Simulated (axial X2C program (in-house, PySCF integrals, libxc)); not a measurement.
Potential curves of CBr⁺, 2c

Computed with an in-house all-electron X2C program for linear molecules (integrals from PySCF). Two-component (2c) means X2C with spin–orbit coupling and atomic mean-field two-electron Coulomb and Gaunt terms. Basis: Br dyall-cv3z [8s9p6d4f1g], C dyall-v3z [7s6p2d1f] (cores contracted in-house); Gaussian nuclei, density fitting, unrestricted open shells. Masses: Br 78.918 u, C 12.000 u.

State: Ω = 0 (closed shell). Energies in eV from the fragments at the same level (Br + C+). Fits are polynomials in 1 − R0/R over 0.85 to 1.23 times the lowest point R0.

| R (Å) | PBE | MP2 | PBE0 |
| --- | --- | --- | --- |
| 1.4738 | -5.3536 | -4.7413 | -4.9096 |
| 1.5415 | -6.1781 | -5.5209 | -5.6849 |
| 1.5924 | -6.5517 | -5.8520 | -6.0194 |
| 1.6432 | -6.7649 | -6.0163 | -6.1923 |
| 1.6940 | -6.8542 | -6.0508 | -6.2405 |
| 1.7533 | -6.8390 | -5.9645 | -6.1763 |
| 1.8126 | -6.7278 | -5.7743 | -6.0157 |
| 1.8888 | -6.4859 | -5.4177 | -5.7100 |
| 1.9820 | -6.0929 | -4.8605 | -5.2394 |
| 2.1175 | -5.4270 | -3.9009 | -4.4631 |

Correlated methods: 10 electrons correlated (number of frozen shells: Br 3 s, 2 p, 1 d; C 1 s), 190 virtual spin orbitals or spinors in MP2.

The state is one determinant whose occupation by symmetry is held fixed; it was picked as the lowest of a PBE0 search that is not exhaustive. Closed shells are restricted here (equal orbitals for both partners); the stretched side of such a curve lies too high. De is counted from the lowest determinant-based energies of the atoms at the same level, without counterpoise correction. The 2c atoms are single determinants rather than J levels; their spin–orbit lowering is only partly caught, and De is too large by that part. This holds for PBE, PBE0. The functionals have no current-density term, which raises determinants with orbital currents, atoms included. MP2 and coupled cluster on one determinant become unreliable at the stretched end.

Question: Fit the PBE curve near its minimum: give the equilibrium distance, the harmonic wavenumber and the well depth.

Answer: At PBE, 2c: Re = 1.715 Å, ωe ≈ 930 cm⁻¹, De = 6.86 eV to Br + C+; Be follows as 0.55 cm⁻¹.

Question: What are Re, ωe and De at the MP2 level?

Answer: At MP2, 2c: Re = 1.684 Å, ωe ≈ 1040 cm⁻¹, De = 6.05 eV to Br + C+; Be follows as 0.571 cm⁻¹.

Question: What are Re, ωe and De at the PBE0 level?

Answer: At PBE0, 2c: Re = 1.692 Å, ωe ≈ 991 cm⁻¹, De = 6.24 eV to Br + C+; Be follows as 0.565 cm⁻¹.
